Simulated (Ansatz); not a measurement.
The cluster Cu₂O₂⁺. Charge 1, multiplicity 2. Geometry PBE-D4/def2-SVP; atoms count from 1.

| atom | x (Å) | y (Å) | z (Å) |
| --- | --- | --- | --- |
| Cu1 | -0.5826 | -0.4927 | 0.9755 |
| Cu2 | 0.5823 | 0.4927 | -0.9757 |
| O3 | 0.2540 | -1.2263 | -0.4676 |
| O4 | -0.2537 | 1.2263 | 0.4678 |

The charge 1 doublet is spin-contaminated (final ⟨S²⟩ up to 1.56, 0.75 for a pure state). At PBE0-D4/def2-TZVP a quartet of charge 1 lies 0.12 eV below the doublet, each at its own geometry. Another isomer (doublet) lies 0.46 eV lower at PBE0-D4/def2-TZVP.

(1) Estimate the Mulliken populations from the PBE0/def2-TZVP orbitals of Ansatz.

(2) Where does the spin sit?

(3) And the Mayer bond orders between bonded heavy atoms (over 0.3)?

## Answers

(1) 
```json
{"atom": "Cu1", "charge (e)": "0.86", "spin (α − β)": "0.46", "d electrons": "9.46"}
{"atom": "Cu2", "charge (e)": "0.87", "spin (α − β)": "-0.46", "d electrons": "9.45"}
{"atom": "O3", "charge (e)": "-0.29", "spin (α − β)": "0.90", "d electrons": "–"}
{"atom": "O4", "charge (e)": "-0.44", "spin (α − β)": "0.09", "d electrons": "–"}
```
Mulliken values and Mayer orders depend strongly on the basis.

(2) Summed by element: Cu 0.00, O 1.00, of 1 unpaired in all. Largest on single atoms: O3 0.90, Cu1 0.46, Cu2 -0.46.

(3) Cu1–O3 0.79 (1.82 Å); Cu1–O4 0.92 (1.82 Å); Cu2–O3 0.74 (1.82 Å); Cu2–O4 0.93 (1.82 Å).
